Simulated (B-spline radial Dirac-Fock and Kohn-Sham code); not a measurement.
**Photoabsorption cross section of Ru⁴⁺ by shell**

System: Ru⁴⁺ in the configuration [Kr] 4d4.

Input file task.json (cfg lists n, l and occupation; rrms is the nuclear radius in fm):

```json
{"items": [{
  "Z": 44,
  "q": 4,
  "cfg": [[1, 0, 2], [2, 0, 2], [2, 1, 6], [3, 0, 2], [3, 1, 6], [3, 2, 10], [4, 0, 2], [4, 1, 6], [4, 2, 4]],
  "A": 102,
  "rrms": 4.4809,
  "do": ["binding", "quiet", "photo"],
  "hv": [26.4, 56.9, 155.0, 156.0, 474.0, 522.0, 545.0, 1660.0, 1920.0, 2050.0, 2380.0, 3020.0, 5650.0, 6080.0, 6820.0, 20500.0, 26000.0, 29300.0, 35400.0, 37600.0, 39300.0, 60400.0, 65800.0, 156000.0]
}]}
```

Launch: `python xray_run.py task.json out`

Calculated with a radial atomic solver, using a relativistic central-field model (Hartree-Slater potential of the initial state, Latter tail, multipole expansion of the photon field, Dirac-Fock thresholds).

Computed thresholds (eV): K 22183.2, L1 3297.2, L2 3034.9, L3 2905.9, M1 654.2, M2 552.1, M3 529.6, M4 349.4, M5 345.3, N1 142.8, N2 109.0, N3 105.4, N4 58.48, N5 58.05.

```
photon energy (eV)  total (b)  K (%)  L (%)  M (%)  N (%)
               155     960500      –      –      –  100.0
               156     959900      –      –      –  100.0
               474  3.367e+06      –      –   90.5    9.5
               522  2.815e+06      –      –   90.3    9.7
               545  2.985e+06      –      –   91.4    8.6
              1660     298200      –      –   90.0   10.0
              1920     209300      –      –   89.6   10.4
              2050     178200      –      –   89.4   10.6
              2380     122900      –      –   89.0   11.0
              3020     236100      –   71.4   25.2    3.3
              5650      75320      –   82.5   15.2    2.3
              6080      62010      –   82.5   15.1    2.3
              6820      45630      –   82.6   15.1    2.3
             20500       2176      –   82.4   15.0    2.6
             26000       7547   85.3   12.1    2.2    0.4
             29300       5496   85.7   11.8    2.1    0.4
             35400       3299   86.2   11.4    2.1    0.4
             37600       2798   86.3   11.3    2.1    0.4
             39300       2478   86.4   11.2    2.0    0.4
             60400      743.6   87.0   10.7    2.0    0.4
             65800      582.4   87.1   10.6    1.9    0.4
            156000      47.23   87.5   10.3    1.9    0.3
```

Task: With what power of the photon energy does the total fall between 65800 and 156000 eV?

Result: As E^-2.91. The non-relativistic Born limit for an s electron far above threshold is E^-3.5; near threshold and at relativistic energies the fall is slower.

Run: 6.1 s of CPU time on 1 thread of Neoverse-N1 (shared host), peak memory 0.36 GiB.
